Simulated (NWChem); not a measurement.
Species: disulfane (H2S2); SMILES SS

```xyz
4

S      0.0207    -1.0361     0.0782
S     -0.0207     1.0361     0.0782
H     -0.9320    -1.2508    -0.8618
H      0.9320     1.2508    -0.8618
```
Atoms are numbered in this order, from 1.

Computed with NWChem. Pople sets run with spherical d functions. Geometry: optimised at PBE0/def2-SVP. Static field.

Question: Order these by “anisotropy (bohr³)”, lowest first: PBE/def2-TZVPD; PBE/def2-SVPD; PBE/def2-TZVP; PBE/6-31+G*.

Answer: PBE/6-31+G* (17.9), PBE/def2-SVPD (18.5), PBE/def2-TZVPD (19.4), PBE/def2-TZVP (21.5)
